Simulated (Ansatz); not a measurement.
Input and output for SbMe3 (C₃H₉Sb).

```yaml
crystal:
  periodic: [false, false, false]
  atoms:
    - {symbol: Sb, position_ang: [0.004490, 0.001005, 1.201746]}
    - {symbol: C, position_ang: [1.839667, -0.009930, 0.039664]}
    - {symbol: H, position_ang: [2.445508, 0.872459, 0.292314]}
    - {symbol: H, position_ang: [1.608927, 0.003507, -1.035607]}
    - {symbol: H, position_ang: [2.422668, -0.912370, 0.274731]}
    - {symbol: C, position_ang: [-0.911102, 1.597491, 0.047950]}
    - {symbol: H, position_ang: [-0.806148, 1.397295, -1.028400]}
    - {symbol: H, position_ang: [-0.426503, 2.555054, 0.288270]}
    - {symbol: H, position_ang: [-1.978706, 1.673581, 0.300840]}
    - {symbol: C, position_ang: [-0.927815, -1.587342, 0.050121]}
    - {symbol: H, position_ang: [-1.999947, -1.639370, 0.289645]}
    - {symbol: H, position_ang: [-0.466056, -2.552321, 0.305214]}
    - {symbol: H, position_ang: [-0.804983, -1.399069, -1.026488]}
basis:
  gaussian: {orbitals: def2-SVP, nuclear_model: gaussian}
hamiltonian: {xc: {name: r2SCAN}}
accuracy: high
output: {forces: true}
```

```sh
$ ansatz run in.yaml --threads 4 --pin off --events-out ev --progress --plain --max-ram 3916MiB
```

Shortened log:

```
Functional definition: r2SCAN
2875 factors; integrals over basis functions are off by at most 9.2e-9 eV
mean field evaluation 1: about -9777.3035 eV, gradient 7.9e1 eV
mean field evaluation 2: about -9753.1830 eV, gradient 1.1e2 eV
mean field evaluation 4: about -9793.2580 eV, gradient 3.4e0 eV
mean field evaluation 8: about -9793.2874 eV, gradient 1.6e-1 eV
mean field evaluation 16: about -9793.2875 eV, gradient 8.6e-6 eV
mean field -9793.28745410 eV, -359.8966758097 hartree, gradient 4.9e-8 eV, S^2 0.000000; 0 other end points of the search recorded, 0 dependent functions left out
reference -9793.28745492 eV, -359.8966758398 hartree; 25, 25 occupied and 88, 88 virtual orbitals, 2875 factors
Total energy: -9793.28745492 eV, -359.8966758398 hartree
Atom 0 at     0.004490     0.001005     1.201746 Å, force     0.000764     0.000103     0.236540 eV/Å
Atom 1 at     1.839667    -0.009930     0.039664 Å, force     0.055597    -0.000362    -0.053992 eV/Å
Atom 2 at     2.445508     0.872459     0.292314 Å, force     0.015147     0.013709     0.001527 eV/Å
Atom 3 at     1.608927     0.003507    -1.035607 Å, force    -0.000631    -0.000425    -0.028650 eV/Å
Atom 4 at     2.422668    -0.912370     0.274731 Å, force     0.015379    -0.013661     0.002339 eV/Å
Atom 5 at    -0.911102     1.597491     0.047950 Å, force    -0.027856     0.048558    -0.053900 eV/Å
Atom 6 at    -0.806148     1.397295    -1.028400 Å, force     0.000370    -0.000437    -0.028789 eV/Å
Atom 7 at    -0.426503     2.555054     0.288270 Å, force     0.004422     0.019994     0.002002 eV/Å
Atom 8 at    -1.978706     1.673581     0.300840 Å, force    -0.019320     0.006710     0.001885 eV/Å
Atom 9 at    -0.927815    -1.587342     0.050121 Å, force    -0.028465    -0.048127    -0.054070 eV/Å
Atom 10 at    -1.999947    -1.639370     0.289645 Å, force    -0.019499    -0.006674     0.002485 eV/Å
Atom 11 at    -0.466056    -2.552321     0.305214 Å, force     0.004210    -0.020094     0.001476 eV/Å
Atom 12 at    -0.804983    -1.399069    -1.026488 Å, force    -0.000119     0.000704    -0.028853 eV/Å
Dipole moment:    -0.000444    -0.000080    -0.134537 e Å
```

It took 7 s on 4 threads of Arm Neoverse V2 on a shared host.

In the def2 sets Sb takes a core potential; there is no spin–orbit coupling.
